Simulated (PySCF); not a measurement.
# Computed properties of CH4S2Zn, SMILES C[S][Zn][SH]

Zn(SH)(SMe) (CH4S2Zn), SMILES C[S][Zn][SH]. The structure is a stationary point at PBE0-D3(BJ)/def2-SVP. Other conformers were not sampled. All values are computed for the isolated molecule unless a solvent is named; none is compared with measurement here.

**Structure.** All 18 harmonic modes at PBE0-D3(BJ)/def2-SVP (PySCF) are real, so it is a minimum. With heavy atoms numbered as in [Zn:1]([SH:2])[S:4][CH3:5], the shortest bond between them is S4–C5 at 1.830 Å and the longest Zn1–S2 at 2.177 Å.

**Vibrations.** The strongest infrared lines (harmonic, unscaled, degenerate partners summed) lie at 462 cm⁻¹ (59 km/mol, Zn 50 %, S 47 %), 3066 cm⁻¹ (25 km/mol, H 98 %), 99 cm⁻¹ (18 km/mol, H 93 %). The softest mode is at 68 cm⁻¹ and the zero-point energy is 30.0 kcal/mol.

**Electronic structure.** PBE0/def2-TZVP (PySCF) places the frontier levels at -6.89 and -0.92 eV, a gap of 5.97 eV, and gives a dipole moment of 1.61 D and a mean polarisability of 77.5 bohr³. PBE/def2-TZVP (PySCF) at the same geometry gives -5.72 and -1.74 eV, so its gap is 1.99 eV narrower. An orbital gap is neither the optical nor the fundamental gap.

**Excitations.** TDA-M06-2X/def2-SVPD (PySCF) has S1 at 4.67 eV (265 nm, f = 0.015, weak); the most intense of the 10 singlets computed lies at 6.52 eV (f = 0.58). T1 (TDA) is at 4.44 eV, 0.23 eV under S1. TDA-PBE/def2-SVPD (PySCF) puts S1 at 4.05 eV. No vertical singlet excitation falls in the visible range (under 3.1 eV).

**NMR.** GIAO shifts at PBE0/pcSseg-1 (PySCF) (non-relativistic, atoms alike by connectivity averaged): ¹³C at 12.4 ppm against TMS; ¹H from 0.1 to 2.3 ppm against TMS.
